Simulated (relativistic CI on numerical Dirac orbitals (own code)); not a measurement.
# Os⁶⁸⁺: computed level list

Calculated at this level of theory: Dirac-Coulomb-Breit CI, KLI orbitals optimised for each configuration, QED by a radiative potential, unscaled Slater integrals (own radial code, finite nucleus).

Configuration list (outside the closed core 1s2): 2s²2p⁴, 2s2p⁵, 2p⁶, 2p⁵3s, 2s²2p³3s, 2p⁵3p, 2p⁵3d, 2s²2p³3p, 2s²2p³3d, 2s2p⁴3s, 2s2p⁴3p, 2s2p⁴3d, 2s²2p³4s, 2s²2p³4p, 2s²2p³4d, 2s²2p³4f, 2s²2p²3s², 2s²2p²3s3p, 2s2p⁴4s, 2s2p⁴4p, 2s²2p³5s, 2s²2p²3s3d, 2s²2p³5p, 2s²2p²3p², 2s2p⁴4d, 2s²2p³5d, 2s2p⁴4f, 2s²2p³5f, 2s²2p³5g, 2s²2p²3p3d, 2s2p³3s², 2s²2p²3d², 2s2p³3s3p, 2s2p³3s3d, 2s2p³3p², 2s2p⁴5s. Levels of other configurations are missing.

The lowest level is 2s²2p⁴ ³P2, with 68 % of that term; Hund's rules for 2s²2p⁴ give ³P with J = 2, in agreement.

| No. | Configuration | Term | J | E (eV) | % | Next component (%) | Lifetime (s) |
| --- | --- | --- | --- | --- | --- | --- | --- |
| 1 | 2s²2p⁴ | ³P | 2 | 0.0 | 68 | 32 ¹D |  |
| 2 | 2s²2p⁴ | ¹S | 0 | 63.6 | 65 | 35 ³P | 1.06e-02 |
| 3 | 2s²2p⁴ | ³P | 1 | 1584.3 | 100 |  | 2.43e-11 |
| 4 | 2s²2p⁴ | ¹D | 2 | 1603.3 | 68 | 32 ³P | 5.46e-11 |
| 5 | 2s2p⁵ | ³P° | 2 | 2010.5 | 100 |  | 7.61e-14 |
| 6 | 2s2p⁵ | ¹P° | 1 | 2098.7 | 63 | 37 ³P° | 3.07e-14 |
| 7 | 2s²2p⁴ | ³P | 0 | 3215.1 | 65 | 34 ¹S | 7.23e-12 |
| 8 | 2s2p⁵ | ³P° | 0 | 3607.6 | 100 |  | 3.83e-14 |
| 9 | 2s2p⁵ | ³P° | 1 | 3646.9 | 63 | 37 ¹P° | 3.54e-14 |
| 10 | 2p⁶ | ¹S | 0 | 4149.6 | 99 |  | 1.87e-14 |
| 11 | 2p³(2P°)3s | ³P° | 2 | 9122.7 | 49 | 24 ⁵S° | 7.53e-15 |
| 12 | 2p³(2P°)3s | ¹P° | 1 | 9132.3 | 32 | 28 ³D° | 3.23e-15 |
| 13 | 2p³(2P°)3p | ³P | 1 | 9250.7 | 32 | 20 ⁵P | 5.71e-13 |
| 14 | 2p³(2P°)3p | ³D | 2 | 9252.1 | 26 | 21 ¹D | 3.52e-13 |
| 15 | 2p³(2P°)3p | ³D | 3 | 9704.4 | 51 | 24 ⁵P | 3.08e-13 |
| 16 | 2p³(4S°)3p | ³P | 1 | 9705.0 | 34 | 28 ¹P | 3.05e-13 |
| 17 | 2p³(2P°)3p | ³P | 2 | 9735.3 | 45 | 21 ¹D | 3.26e-13 |
| 18 | 2p³(2D°)3p | ³P | 0 | 9762.8 | 69 | 31 ¹S | 1.57e-13 |
| 19 | 2p³(2P°)3d | ³D° | 2 | 9828.7 | 33 | 29 ³F° | 6.32e-15 |
| 20 | 2p³(2P°)3d | ³F° | 3 | 9837.1 | 27 | 21 ¹F° | 2.64e-14 |
| 21 | 2p³(2P°)3d | ³D° | 1 | 9841.0 | 35 | 27 ³P° | 2.19e-15 |
| 22 | 2p³(2P°)3d | ³P° | 0 | 9845.3 | 65 | 24 ⁵D° | 6.64e-13 |
| 23 | 2p³(2P°)3d | ³F° | 4 | 9943.0 | 51 | 24 ⁵D° | 4.94e-12 |
| 24 | 2p³(4S°)3d | ³D° | 2 | 9955.5 | 34 | 29 ³P° | 8.63e-16 |
| 25 | 2p³(2P°)3d | ³D° | 3 | 9972.0 | 48 | 21 ¹F° | 3.85e-16 |
| 26 | 2p³(4S°)3d | ³D° | 1 | 9985.4 | 32 | 30 ¹P° | 5.74e-16 |
| 27 | 2p³(4S°)3s | ⁵S° | 2 | 10690.1 | 55 | 34 ³D° | 1.33e-14 |
| 28 | 2p³(4S°)3s | ³S° | 1 | 10703.0 | 55 | 44 ³D° | 3.03e-15 |
| 29 | 2p³(2D°)3s | ³D° | 3 | 10715.0 | 100 |  | 1.04e-14 |
| 30 | 2p³(2D°)3s | ¹D° | 2 | 10724.3 | 67 | 32 ³D° | 3.34e-15 |
| 31 | 2p³(2P°)3s | ³P° | 0 | 10771.2 | 100 |  | 7.27e-15 |
| 32 | 2p³(2P°)3s | ³P° | 1 | 10774.7 | 67 | 33 ¹P° | 5.28e-15 |
| 33 | 2p³(4S°)3p | ⁵P | 1 | 10815.1 | 46 | 22 ³D | 1.07e-12 |
| 34 | 2p³(2D°)3p | ³F | 2 | 10823.2 | 34 | 28 ³P | 6.02e-13 |
| 35 | 2p³(2D°)3p | ³F | 3 | 10840.1 | 44 | 33 ¹F | 4.37e-13 |
| 36 | 2p³(2D°)3p | ³P | 2 | 10883.0 | 50 | 21 ¹D | 2.80e-13 |
| 37 | 2p³(2P°)3p | ³D | 1 | 10894.0 | 74 | 22 ¹P | 5.20e-13 |
| 38 | 2p³(2P°)3p | ³P | 0 | 10945.1 | 65 | 35 ¹S | 2.94e-13 |
| 39 | 2s2p⁴(3P)<4P>3s | ⁵P | 3 | 11054.7 | 69 | 30 ³D | 2.11e-14 |
| 40 | 2s2p⁴(3P)<4P>3s | ³P | 2 | 11087.0 | 58 | 18 ³D | 3.74e-15 |
| 41 | 2s2p⁴(1S)<2S>3s | ³S | 1 | 11169.9 | 64 | 21 ⁵P | 6.75e-15 |
| 42 | 2s2p⁴(1D)<2D>3s | ³D | 1 | 11178.0 | 34 | 33 ¹P | 3.35e-15 |
| 43 | 2s2p⁴(3P)<2P>3s | ³P | 2 | 11185.6 | 56 | 19 ¹D | 1.41e-14 |
| 44 | 2s2p⁴(3P)<4P>3p | ⁵P° | 2 | 11190.6 | 30 | 25 ³P° | 4.11e-15 |
| 45 | 2s2p⁴(3P)<4P>3p | ³D° | 3 | 11191.8 | 40 | 24 ⁵D° | 1.67e-15 |

Energies count from the lowest computed level; ° marks odd parity; lifetimes are radiative, by E1, M1, E2, M2 decay to levels of this space only. Percentages are summed over parent terms; the parents shown are those of the largest component, closed shells are left out there, and <> holds an intermediate term.

The mean weight of the leading LS term, summed over parents, in these 45 levels is 57 %, and that of the leading jj configuration (from the same eigenvectors) 100 %, so jj coupling describes them better and the LS labels are nominal.

At this charge energies of transitions that change n are usually good to better than 1 %, and those within a shell (Δn = 0) to a few per cent.

LS names give the leading component of a level, which can be under half, so a name can repeat, a term be missing and a line seem to break the LS rules.
